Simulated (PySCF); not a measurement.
# Spinor energies of Hg⁺ (mercury, charge +1)

Start: [Xe] 4f14 5d9 6s2; 5d3/2 filled at m_j = -3/2, -1/2, +1/2, +3/2; 5d5/2 filled at m_j = -3/2, -1/2, +1/2, +3/2, +5/2. Calculated with PySCF 2.14 in x2c-TZVPall-2c with one added diffuse shell each of s, p, d type (12s12p11d2f, 117 functions): generalised Hartree-Fock with the X2C-1e Hamiltonian and a Gaussian nucleus; spin-orbit coupling (SO) screened by Boettger's factors. This is a chosen level, not necessarily the ground level.

```json
{"spinor shell": "1s1/2", "electrons": "2", "ε, screened SO (eV)": "-83551.2", "weight of nominal j (screened SO)": "1.000", "rms radius, screened SO (bohr)": "0.0187"}
{"spinor shell": "2s1/2", "electrons": "2", "ε, screened SO (eV)": "-14969.1", "weight of nominal j (screened SO)": "1.000", "rms radius, screened SO (bohr)": "0.0755"}
{"spinor shell": "2p1/2", "electrons": "2", "ε, screened SO (eV)": "-14338.4", "weight of nominal j (screened SO)": "1.000", "rms radius, screened SO (bohr)": "0.0639"}
{"spinor shell": "2p3/2", "electrons": "4", "ε, screened SO (eV)": "-12385.3", "weight of nominal j (screened SO)": "1.000", "rms radius, screened SO (bohr)": "0.0720"}
{"spinor shell": "3s1/2", "electrons": "2", "ε, screened SO (eV)": "-3631.5", "weight of nominal j (screened SO)": "1.000", "rms radius, screened SO (bohr)": "0.193"}
{"spinor shell": "3p1/2", "electrons": "2", "ε, screened SO (eV)": "-3348.5", "weight of nominal j (screened SO)": "1.000", "rms radius, screened SO (bohr)": "0.184"}
{"spinor shell": "3p3/2", "electrons": "4", "ε, screened SO (eV)": "-2909.5", "weight of nominal j (screened SO)": "1.000", "rms radius, screened SO (bohr)": "0.201"}
{"spinor shell": "3d3/2", "electrons": "4", "ε, screened SO (eV)": "-2446.6", "weight of nominal j (screened SO)": "1.000", "rms radius, screened SO (bohr)": "0.176"}
{"spinor shell": "3d5/2", "electrons": "6", "ε, screened SO (eV)": "-2352.9", "weight of nominal j (screened SO)": "1.000", "rms radius, screened SO (bohr)": "0.180"}
{"spinor shell": "4s1/2", "electrons": "2", "ε, screened SO (eV)": "-846.24", "weight of nominal j (screened SO)": "1.000", "rms radius, screened SO (bohr)": "0.424"}
{"spinor shell": "4p1/2", "electrons": "2", "ε, screened SO (eV)": "-723.81", "weight of nominal j (screened SO)": "1.000", "rms radius, screened SO (bohr)": "0.429"}
{"spinor shell": "4d3/2", "electrons": "4", "ε, screened SO (eV)": "-416.09", "weight of nominal j (screened SO)": "1.000", "rms radius, screened SO (bohr)": "0.475"}
{"spinor shell": "4d5/2", "electrons": "6", "ε, screened SO (eV)": "-395.30", "weight of nominal j (screened SO)": "1.000", "rms radius, screened SO (bohr)": "0.486"}
{"spinor shell": "5s1/2", "electrons": "2", "ε, screened SO (eV)": "-151.74", "weight of nominal j (screened SO)": "1.000", "rms radius, screened SO (bohr)": "0.967"}
{"spinor shell": "4f5/2", "electrons": "6", "ε, screened SO (eV)": "-134.90", "weight of nominal j (screened SO)": "0.999", "rms radius, screened SO (bohr)": "0.525"}
{"spinor shell": "4f7/2", "electrons": "8", "ε, screened SO (eV)": "-130.66", "weight of nominal j (screened SO)": "0.999", "rms radius, screened SO (bohr)": "0.527"}
{"spinor shell": "5p1/2", "electrons": "2", "ε, screened SO (eV)": "-109.46", "weight of nominal j (screened SO)": "0.999", "rms radius, screened SO (bohr)": "1.05"}
{"spinor shell": "5p3/2", "electrons": "4", "ε, screened SO (eV)": "-89.484", "weight of nominal j (screened SO)": "0.999", "rms radius, screened SO (bohr)": "1.14"}
{"spinor shell": "5d3/2", "electrons": "4", "ε, screened SO (eV)": "-30.290", "weight of nominal j (screened SO)": "0.972", "rms radius, screened SO (bohr)": "1.49"}
{"spinor shell": "5d5/2", "electrons": "5", "ε, screened SO (eV)": "-27.777", "weight of nominal j (screened SO)": "0.977", "rms radius, screened SO (bohr)": "1.56"}
{"spinor shell": "6s1/2", "electrons": "2", "ε, screened SO (eV)": "-18.211", "weight of nominal j (screened SO)": "0.999", "rms radius, screened SO (bohr)": "2.74"}
```

Q: Where does 4p3/2 lie, and what is the 4p spin-orbit splitting (screened SO)?

A: At -616.33 eV, 107.48 eV above 4p1/2.

| quantity | screened SO |
| --- | --- |
| E (hartree) | -19639.18014 |
| M_J | 5/2 |
| ⟨J²⟩ | 8.756 |
| ⟨L²⟩ | 6.183 |
| ⟨S²⟩ | 0.930 |

Each row is a mean over spinors that exchange with the open shell spreads, by up to 4.893 eV (5p3/2).

Breit and QED terms are absent; they matter most for the inner s and p1/2 levels.

Densities and radii are taken from the X2C orbitals without a picture-change correction, which distorts them close to the nucleus.
